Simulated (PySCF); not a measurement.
Working out the ionisation energy of Sc²⁺

Sc²⁺ [Ar] 3d1 (2D) → Sc³⁺ [Ar] (1S). All numbers are calculated (PySCF 2.14, the spin-free X2C one-electron Hamiltonian (Gaussian nucleus), in x2c-TZVPPall with one added diffuse shell each of s, p, d, f type (7s6p5d3f1g, 80 functions)). Frozen: [Ne]. Energies in hartree (1 hartree = 27.21139 eV):

```tsv
part	Sc²⁺ (lower)	Sc³⁺ (upper)
UHF	-762.628917	-761.754541
CCSD correlation	-0.200438	-0.194014
(T)	-0.003235	-0.002668
```

Q: What does Hartree-Fock give?

A: (-761.754541) − (-762.628917) = 0.874376 hartree = 23.793 eV.

Q: What do CCSD and CCSD(T) give?

A: The CCSD correlation energies differ by 0.006424 hartree = 0.175 eV and the triples by 0.000567 hartree = 0.015 eV, so CCSD gives 23.968 eV and CCSD(T) 23.983 eV.

Reference: 24.757 eV (measured; NIST Atomic Spectra Database, ionization energies), between the lowest levels; spin-orbit coupling is absent from the calculation.

What remains against the reference includes basis incompleteness, the frozen core and higher excitations.
